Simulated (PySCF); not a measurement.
## Computed properties of BeH2Se, SMILES [SeH][BeH]

Be(H)(SeH) (BeH2Se), SMILES [BeH][SeH]. Geometry: PBE0-D3(BJ)/def2-TZVP. The values are those of a single conformer. All values are computed for the isolated molecule unless a solvent is named; none is compared with measurement here.

**Structure.** The optimised structure has Cs symmetry. All 6 harmonic modes at PBE0-D3(BJ)/def2-TZVP (PySCF) are real, so it is a minimum.

**Vibrations.** The strongest infrared lines (harmonic, unscaled, degenerate partners summed) lie at 2150 cm⁻¹ (180 km/mol, H 88 %, Be 12 %), 521 cm⁻¹ (113 km/mol, H 76 %, Be 23 %), 406 cm⁻¹ (94 km/mol, H 95 %). The softest mode is at 406 cm⁻¹ and the zero-point energy is 9.6 kcal/mol.

**Electronic structure.** B3LYP/def2-TZVPD (PySCF) places the frontier levels at -7.17 and -1.29 eV, a gap of 5.88 eV, and gives a dipole moment of 0.43 D and a mean polarisability of 47.5 bohr³.

**Excitations.** TDA-CAM-B3LYP/def2-TZVPD (PySCF) has S1 at 4.95 eV (250 nm, f = 0.001, dark); the most intense of the 10 singlets computed lies at 6.08 eV (f = 0.09). T1 (TDA) is at 4.69 eV, 0.26 eV under S1. No vertical singlet excitation falls in the visible range (under 3.1 eV).

**NMR.** GIAO shifts at PBE0/pcSseg-2 (PySCF) (non-relativistic, atoms alike by connectivity averaged): ¹H from 0.5 to 3.8 ppm against TMS.
